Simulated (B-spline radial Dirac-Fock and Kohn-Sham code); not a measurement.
**How the settings move the core levels of Ho²⁺**

ΔSCF core binding energies without Breit or QED terms, calculated with a radial atomic solver. Keys: rel is the Hamiltonian (dirac, or spin-free x2c and nr, where L3 and M5 stand for the whole 2p and 3d shells), method is hf or an exchange,correlation pair (spin-unpolarised, also for the hole states), nuc the nuclear model, radius_factor scales its radius, rmax is the box in bohr, h the logarithmic mesh step, order the B-spline order, points the quadrature points per cell, c_factor scales the speed of light, and damp, ndamp, maxit and tol steer the iteration. The run stops when the commutator error falls below 10·tol·max(1, Z/10), or the numerical noise floor, and the energy has settled to about 1e-8 Ha; the virial ratio is −V/T.

Base input:

```json
{"items": [{"Z": 67, "q": 2, "cfg": [[1, 0, 2], [2, 0, 2], [2, 1, 6], [3, 0, 2], [3, 1, 6], [3, 2, 10], [4, 0, 2], [4, 1, 6], [4, 2, 10], [4, 3, 11], [5, 0, 2], [5, 1, 6]], "A": 165, "rrms": 5.2022, "do": "settings", "holes": ["K", "L3", "M5"],
  "settings": [{"rel": "dirac", "method": "hf", "nuc": "fermi", "radius_factor": 1.0, "rmax": 45.0, "h": 0.3, "order": 8, "points": 10, "c_factor": 1.0, "maxit": 60, "damp": 0.5, "ndamp": 3, "tol": 1e-08}]}]}
```

The ground state converged in 11 iterations, with total energy -12620.79313 Ha, virial ratio 1.90915 and highest orbital energy -26.60 eV. ΔSCF binding energies: K (1s) 55882.9 eV, L3 (2p3/2) 8107.0 eV, M5 (3d5/2) 1370.3 eV.

Changes from the base run:

```tsv
changed setting	Δ total energy (Ha)	Δ K (eV)	Δ L3 (eV)	Δ M5 (eV)	iterations
rmax = 60.0; c_factor = 2.0; tol = 0.0001	+429.79681	-2828.64	-15.70	+21.92	10
radius_factor = 2.0	+2.75404	-30.99	+0.19	+0.04	11
rmax = 60.0; order = 5; tol = 0.0001	+0.00569	0.00	+0.01	+0.01	10
damp = 0.2	0.00000	0.00	0.00	0.00	14
rel = "nr"	+556.20610	-3652.71	-22.78	+28.77	11
tol = 0.0001	0.00000	0.00	0.00	0.00	10
c_factor = 2.0	?	?	?	?	?
```

Problem. What does the change c_factor = 2.0 do?

Solution. The total energy moves by +429.79681 Ha and the binding energies by K -2828.64 eV, L3 -15.70 eV, M5 +21.92 eV; the run takes 11 iterations.
